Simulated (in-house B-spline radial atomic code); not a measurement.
Configurations of the antimony ion Sb⁺, with energies counted from [Kr] 4d10 5s2 5p2. Level of theory: scalar-relativistic (X2C) wB97X, spin-polarised, spherical fractional occupations, exact exchange averaged over the configuration, Fermi nucleus of rms radius 4.6802 fm; calculated with a B-spline radial code for spherical atoms. Shells without spins written out take the highest spin.

Occupations are held fixed; configurations that lie above the ionisation limit could autoionise.

```
                     configuration  E - E(ref) (eV)  highest orbital  its <r> (bohr)
                 [Kr] 4d10 5s1 5p3           6.9237            5p up           2.578
             [Kr] 4d10 5s2 5p1 6d1           12.565            6d up           9.716
[Ar] 3d10 4s2 4p5 4d10 4f1 5s2 5p2           117.02            4f up            8.49
 [Ar] 3d9 4s2 4p6 4d10 5s2 5p2 5d1           538.87            5d up           4.016
```

(1) Order these further configurations by energy, lowest first.
A. [Ar] 3d9 4s2 4p6 4d10 4f1 5s2 5p2
B. [Ar] 3d10 4s2 4p5 4d10 5s2 5p3
C. [Kr] 4d9 5s2 5p2 5d1
D. [Kr] 4d9 5s2 5p2 6s1

Results:

(1) D (41.455 eV), C (42.128 eV), B (102.23 eV), A (542.87 eV).
